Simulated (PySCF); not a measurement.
**Worked example: chemical shift, span and skew from a shielding tensor**

Se(Br)(NH2) (BrH2NSe), SMILES N[Se]Br. Atoms are numbered in the order given.

```xyz
5

Se     0.4464    -0.9476     0.0000
Br    -0.1179     1.3900     0.0000
N     -1.1032    -1.8388     0.0000
H     -1.6637    -1.7791     0.8484
H     -1.6637    -1.7791    -0.8484
```
Charge 0, spin multiplicity 1.

Geometry: r2SCAN-D4/def2-SVP. One conformer was computed; it need not be the lowest.

GIAO shieldings from HF/pcSseg-2 (PySCF), non-relativistic, no solvent. The symmetric part of the tensor of N3 has the principal values 156.9, 210.8, 253.9 ppm. The same nucleus in NH3 has σ = 262.2 ppm at this level (PySCF, at its B3LYP-D3(BJ)/def2-TZVP geometry). Without spin–orbit terms, shifts of atoms bonded to Cl or Br come out too high.

Task: Work out the isotropic shielding, the ¹⁵N shift against NH3, the span and the skew.

Result: 
σ(iso) = (σ11 + σ22 + σ33)/3 = 207.2 ppm. δ = σ(ref) − σ(iso) = 262.2 − (207.2) = 55.0 ppm.
Span Ω = σ33 − σ11 = 97.0 ppm. Skew κ = 3(σ(iso) − σ22)/Ω = -0.11. Tumbling in solution averages the tensor to δ; in a static solid the shielding alone would spread this spin-1/2 line over Ω.
